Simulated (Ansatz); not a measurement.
Ansatz (a program for electronic structure) input for ScF₃, SMILES [F][Sc]([F])[F], PBE-D3(BJ)/def2-SVP. 

Ansatz 0.2 input:
```yaml
crystal:
  periodic: [false, false, false]
  atoms:
    - {symbol: Sc, position_ang: [-0.00000000, 0.00000000, 0.00000000]}
    - {symbol: F, position_ang: [-1.82849673, 0.00000000, 0.00000000]}
    - {symbol: F, position_ang: [0.91424837, 1.58352462, 0.00000000]}
    - {symbol: F, position_ang: [0.91424837, -1.58352462, 0.00000000]}
basis:
  gaussian:
    orbitals: def2-SVP
hamiltonian:
  xc: pbe
  dispersion: d3bj
relax: {f_tol: 0.002, max_steps: 200}
```

It prints:

```
WARN ansatz: RAYON_NUM_THREADS=1 ignored (pool sized by the plan → 1); use --threads N
Functional definition: PBE
integrals: 0.03 GiB planned
826 factors; their error is unknown
mean field: 0.16 GiB planned
mean field evaluation 1: about -28828.0928 eV, gradient 6.6e1 eV
mean field evaluation 2: about -28553.0109 eV, gradient 4.1e2 eV
mean field evaluation 4: about -28834.6232 eV, gradient 1.1e1 eV
mean field evaluation 8: about -28834.8923 eV, gradient 1.3e-1 eV
mean field evaluation 16: about -28834.8600 eV, gradient 2.4e-5 eV
mean field -28834.86004462 eV, -1059.6615616697 hartree, gradient 2.0e-5 eV, S^2 0.000000; 0 other end points of the search recorded, 0 dependent functions left out
the calculation of the forces begins
reference -28834.86013988 eV, -1059.6615651705 hartree; 24, 24 occupied and 49, 49 virtual orbitals, 826 factors
relax step   1: F+E_penalty+E_count = -28834.90046795 eV  Δ(F+E_penalty+E_count) = +0.000e0 eV  max|allowed force component| = 1.103e-1 eV/Å  Δτ_max = 0.0000 Å  (27 SCF iters, accepted)
these checks for a lower state are left out or cut short: starts, cluster_reference, orbital_swaps, neighbouring_geometries, increment
integrals: 0.03 GiB planned
826 factors; their error is unknown
mean field: 0.16 GiB planned
mean field -28834.86066378 eV, -1059.6615844232 hartree, gradient 1.6e-5 eV, S^2 0.000000; 0 other end points of the search recorded, 0 dependent functions left out
the calculation of the forces begins
reference -28834.86075886 eV, -1059.6615879177 hartree; 24, 24 occupied and 49, 49 virtual orbitals, 826 factors
relax step   2: F+E_penalty+E_count = -28834.90105136 eV  Δ(F+E_penalty+E_count) = -5.834e-4 eV  max|allowed force component| = 2.918e-2 eV/Å  Δτ_max = 0.0028 Å  (27 SCF iters, accepted)
these checks for a lower state are left out or cut short: starts, cluster_reference, orbital_swaps, neighbouring_geometries, increment
integrals: 0.03 GiB planned
826 factors; their error is unknown
mean field: 0.16 GiB planned
mean field -28834.86072091 eV, -1059.6615865229 hartree, gradient 4.1e-5 eV, S^2 0.000000; 0 other end points of the search recorded, 0 dependent functions left out
the calculation of the forces begins
reference -28834.86081594 eV, -1059.6615900151 hartree; 24, 24 occupied and 49, 49 virtual orbitals, 826 factors
relax step   3: F+E_penalty+E_count = -28834.90109559 eV  Δ(F+E_penalty+E_count) = -4.423e-5 eV  max|allowed force component| = 1.468e-4 eV/Å  Δτ_max = 0.0010 Å  (18 SCF iters, accepted)
integrals: 0.03 GiB planned
826 factors; their error is unknown
mean field: 0.16 GiB planned
mean field evaluation 32: about -28834.8928 eV, gradient 3.5e-2 eV
mean field -28834.86072091 eV, -1059.6615865229 hartree, gradient 4.1e-5 eV, S^2 0.000000; 1 other end points of the search recorded, 0 dependent functions left out
the calculation of the forces begins
reference -28834.86081594 eV, -1059.6615900151 hartree; 24, 24 occupied and 49, 49 virtual orbitals, 826 factors
Total energy: -28834.90119062 eV, -1059.6630737572 hartree
Atom 0 at    -0.000015    -0.000000     0.000000 Å, force     0.000003    -0.000000    -0.000000 eV/Å
Atom 1 at    -1.832319     0.000000    -0.000000 Å, force    -0.000147     0.000000    -0.000000 eV/Å
Atom 2 at     0.916167     1.586798    -0.000000 Å, force     0.000072     0.000099     0.000000 eV/Å
Atom 3 at     0.916167    -1.586798    -0.000000 Å, force     0.000072    -0.000099     0.000000 eV/Å
Dipole moment:    -0.000021    -0.000000    -0.000000 e Å
```

Self-consistency was reached.
